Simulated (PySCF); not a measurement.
Electron correlation in Co²⁺ (cobalt, charge +2)

[Ar] 3d6 4s1, high-spin 6D determinant (an excited configuration). Calculation: PySCF 2.14, in def2-QZVPPD (11s6p5d4f2g, 100 functions); no relativity, point nucleus. Frozen: [Ar]; 7 electrons correlated.

```
  level  correlation energy (mhartree)
   CCSD                        -145.53
    (T)                          -2.17
CCSD(T)                        -147.70
```

Diagnostics: T1 = 0.0062, D1 = 0.0163, largest double amplitude 0.015.

Task: Is a single reference adequate?

Result: Yes: T1 lies below 0.03 and no double amplitude reaches 0.07.
